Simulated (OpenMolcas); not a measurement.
## Computed transition rates of Ge

| Item | Value |
| --- | --- |
| Program | OpenMolcas 26.06 |
| Method | CASSCF |
| Basis | ANO-RCC-VTZP [6s5p3d1f] |
| Scalar Hamiltonian | DKH2, point nucleus |
| Active space | 4 electrons in 4 orbitals (4s 4p) |
| State averaging | 2S+1 = 3 even, 3 roots; 2S+1 = 1 even, 6 roots; 2S+1 = 5 odd, 1 root; 2S+1 = 3 odd, 5 roots |
| Spin-orbit coupling | state interaction with AMFI integrals over the reference wave functions, term energies averaged over their components |

Rates come from the transition moments of the reference wave functions (E1 and E2 in the length form). At fixed line strength A goes as λ^-3 for E1 and M1 and as λ^-5 for E2, so a rate at the computed wavelength can be rescaled to the measured one. Measured vacuum wavelengths follow from level energies in NIST Handbook of Basic Atomic Spectroscopic Data. Branching counts decays inside the model space alone, at computed energies, and the table is only a selection of the E2 and M1 lines, drawn from those between levels with measured partners whose computed energy lies within a factor of 1.5 of the measured one.

```csv
Upper,Lower,Type,λ computed (nm),λ measured (nm),A computed (s-1),A rescaled (s-1),Branching %
4s2 4p2 1S0,4s2 4p2 3P1,M1,597.9,632.5,1.20e+00,,73.4
4s2 4p2 1S0,4s2 4p2 1D2,E2,1315,1082,4.14e-01,1.10e+00,25.2
4s2 4p2 1D2,4s2 4p2 3P2,M1,1200,1750,1.14e-01,,68.2
4s2 4p2 1D2,4s2 4p2 3P1,M1,1097,1522,4.99e-02,,29.9
4s2 4p2 1S0,4s2 4p2 3P2,E2,627.2,668.6,2.30e-02,,1.4
4s2 4p2 3P2,4s2 4p2 3P1,M1,12790,11730,6.44e-03,8.35e-03,100.0
4s2 4p2 1D2,4s2 4p2 3P2,E2,1200,1750,2.35e-03,,1.4
4s2 4p2 3P1,4s2 4p2 3P0,M1,20280,17950,2.15e-03,3.10e-03,100.0
```

Spin-changing lines and M1 lines between different terms are not rescaled, since their strength hangs on the term gaps too.

The largest correction is for 4s2 4p2 1S0 → 4s2 4p2 1D2 (E2): 4.14e-01 × (1315 / 1082)^5 = 1.10e+00 s-1, a factor of 2.65.

No measured rate stands beside these. Rescaling mends the energy factor alone: line strengths can still be far off where a level mixes with configurations outside the active space, and weak or spin-changing lines hang on small mixing coefficients that depend on the term gaps too, so rescaling need not improve them.

Without dynamic correlation excited terms often stand tens of per cent too high (terms of higher spin than the ground term too low), and those without a measured partner can miss by more than the paired ones. Computed and measured levels are paired by configuration, term and J; levels that our copy of the source lacks, or whose pairing is in doubt (as where it misses far off the trend of its configuration), stay unpaired. Levels of configurations outside the active space are missing.
